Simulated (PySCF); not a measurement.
sulfur tetrafluoride cation (F4S), SMILES FS(F)(F)F (connectivity only; charge and spin as stated), charge +1, multiplicity 2.

The structure is a stationary point at PBE0-D3(BJ)/def2-SVP. The multiplicity is an assumed one; other spin states were not compared.

Calculation: PBE0-D3(BJ)/def2-SVP in PySCF.

Frequencies are harmonic and unscaled.

| mode | ν (cm⁻¹) | IR (km/mol) | moving atoms (share of kinetic energy) |
|---|---|---|---|
| 1 | 257 | 0.3 | F 99 % |
| 2 | 311 | 15.4 | F 75 %, S 25 % |
| 3 | 396 | 0.0 | F 100 % |
| 4 | 487 | 15.3 | F 91 %, S 9 % |
| 5 | 490 | 36.0 | F 70 %, S 30 % |
| 6 | 674 | 9.7 | F 98 % |
| 7 | 846 | 229.7 | S 60 %, F 40 % |
| 8 | 976 | 111.4 | F 62 %, S 38 % |
| 9 | 1027 | 165.7 | F 56 %, S 44 % |
